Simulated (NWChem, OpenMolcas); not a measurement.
How basis sets differ on C2H5ClSi (SMILES ClC1C[SiH2]1)

The species is C2H5ClSi (9 atoms), meant as a singlet with charge 0. SMILES: `ClC1C[SiH2]1`. The coordinates come from a PBE0-D4/def2-TZVP relaxation.

Quantity: the dipole moment, in D. The values are calculated.

```
                       level          kind     program  value (D)
                   HF/STO-3G  Hartree–Fock  OpenMolcas       3.27
                    HF/3-21G  Hartree–Fock      NWChem       2.71
HF/ANO-L-VDZP (RICD fitting)  Hartree–Fock  OpenMolcas       2.44
                 HF/def2-SVP  Hartree–Fock  OpenMolcas       2.28
```

The values span 2.28 to 3.27 D. Magnitudes only. Sets without polarisation functions give poor dipoles.
